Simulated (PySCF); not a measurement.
Vertical excitations of a molecule C4H12OSi from TDA-PBE0/def2-SVPD (PySCF), as energy in eV (oscillator strength): 6.87 (0.021), 7.46 (0.001), 7.63 (0.002), 7.74 (0.017), 7.83 (0.038), 8.07 (0.013). Lowest triplet (TDA): 6.69 eV. Geometry: B3LYP-D3(BJ)/def2-SVP. One conformer was computed; it need not be the lowest.

**Question.** Pick the molecule that these values belong to.
A) C[SiH2][C@@H](C)CO
B) C[C@@H](O)[C@@H](C)[SiH3]
C) CC(C)OC[SiH3]
D) CCCOC[SiH3]

**Answer.** D, CCCOC[SiH3]
